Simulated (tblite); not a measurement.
Species: C4H11ClP2Si.
Atom-mapped SMILES: `[CH2:1]=[CH:2][CH2:3][CH2:4][Si:5]([PH2:6])([PH2:7])[Cl:8]` (hydrogens: H9, H10 on C1; H11 on C2; H12, H13 on C3; H14, H15 on C4; H16, H17 on P6; H18, H19 on P7)

Structure optimised with GFN2-xTB, isolated species.

Q: Give the optimised bond lengths and angles.

A: 
```
                   bond  length (Å)   order
                  C1=C2       1.320  double
                  C2–C3       1.498  single
                  C3–C4       1.524  single
                 C4–Si5       1.913  single
         Si5–P6, Si5–P7       2.268  single
                Si5–Cl8       2.055  single
                  C1–H9       1.076  single
                 C1–H10       1.077  single
                 C2–H11       1.083  single
         C3–H12, C3–H13       1.097  single
         C4–H14, C4–H15       1.091  single
P6–H16 and 3 like bonds       1.385  single
```

Bonds in one row agree within 0.01 Å and their mean is given. Orders are formal, as drawn. A selection of angles:
```
     angle  degrees
  C1–C2–C3    126.8
  C2–C3–C4    115.3
 C3–C4–Si5    110.1
 C4–Si5–P6    107.1
C4–Si5–Cl8    107.8
 P6–Si5–P7    107.8
P6–Si5–Cl8    113.5
```

Torsions: C1–C2–C3–C4 1° (synperiplanar); C2–C3–C4–Si5 179° (antiperiplanar); C3–C4–Si5–P6 63° (synclinal). The mirror-image conformer, all signs reversed, is as good.

Si5 (chlorine-bound silicon) is distorted tetrahedral (angles from 106.9° to 113.5°). The C–C distances run from 1.320 Å (C1=C2, drawn double) to 1.524 Å (C3–C4, drawn single), a spread of 0.204 Å. P6 (three-coordinate phosphorus) is pyramidal (angles 95.0°, 94.1° and 92.2°, sum 281.3°, 0.84 Å off the plane of its three neighbours). Of the pairs four or more bonds apart, C4···H9 is among the closest relative to their van der Waals radii: 2.66 Å, 92 % of the sum of Bondi's values.

Point group: near Cs, missed by 0.31 Å at most; the miss may be what the optimiser left on a soft mode. Its GFN2-xTB frequencies are all real (lowest 18 cm⁻¹). The numbers are those of one conformer (C1–C2–C3–C4 1°, C2–C3–C4–Si5 179°, C3–C4–Si5–P6 63°, C4–Si5–P6–H 169° and 77°, C4–Si5–P7–H -69° and -162°). 3 starts were optimised and ended at 0.00, 0.42 and 1.29 kcal/mol (GFN2-xTB); the lowest of these is shown.

On AMD EPYC 7R43, one thread, on a shared host, this took 1.8 s wall. This is the geometry optimisation.

These are computed values.
